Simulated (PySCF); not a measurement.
Electron correlation in P (phosphorus, neutral)

[Ne] 3s2 3p3, high-spin 4S determinant. Calculation: PySCF 2.14, in x2c-TZVPPall with one added diffuse shell each of s, p, d type (6s6p4d1f, 51 functions); scalar relativity by spin-free X2C-1e. Frozen: 1s2; 13 electrons correlated.

```csv
level,correlation energy (mhartree)
CCSD,-259.77
(T),-5.42
CCSD(T),-265.19
```

Diagnostics: T1 = 0.0041, D1 = 0.0137, largest double amplitude 0.038.

**Question.** Is a single reference adequate?

**Answer.** Yes: T1 lies below 0.03 and no double amplitude reaches 0.07.

This basis was not built for core-valence correlation, so the inner-shell part is incomplete.
